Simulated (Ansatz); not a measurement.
`O[Si](F)(F)O[SiH3]`. The species carries charge 0 and has multiplicity 1. The structure was optimised at the PBE0-D4/def2-TZVP level. It is one conformer, not always the lowest.

```xyz
10

O     0.823    2.090    0.893
Si   -0.327    0.989    0.647
F    -0.917    0.468    2.018
F    -1.558    1.615   -0.123
O     0.301   -0.212   -0.184
Si    0.269   -1.644   -0.983
H     0.612    2.882    1.388
H     1.652   -1.956   -1.412
H    -0.236   -2.705   -0.077
H    -0.619   -1.529   -2.166
```

Task: What is the dipole moment at B3LYP/def2-TZVPP? (Best estimate.)

Result: Computed: 0.63 D, with components (0.52, 0.35, 0.02) D in this frame, pointing from negative to positive charge.

Task: And with PBE, r2SCAN, ωB97M-V? (Best estimate.)

Result: The calculation gave: PBE 0.65 D, r2SCAN 0.66 D, ωB97M-V 0.63 D.

Task: Give the Mulliken charges with B3LYP, r2SCAN, ωB97M-V in def2-TZVPP. (Estimate.)

Result: Computed: 
| atom | B3LYP | r2SCAN | ωB97M-V |
| --- | --- | --- | --- |
| O1 | -0.37 | -0.38 | -0.35 |
| Si2 | 0.90 | 0.91 | 0.87 |
| F3 | -0.31 | -0.30 | -0.30 |
| F4 | -0.31 | -0.30 | -0.30 |
| O5 | -0.33 | -0.36 | -0.34 |
| Si6 | 0.40 | 0.43 | 0.30 |
| H7 | 0.19 | 0.21 | 0.19 |
| H8 | -0.06 | -0.07 | -0.02 |
| H9 | -0.06 | -0.07 | -0.02 |
| H10 | -0.06 | -0.07 | -0.02 |

B3LYP here is the variant with VWN-RPA as its local correlation; programs differ in this.
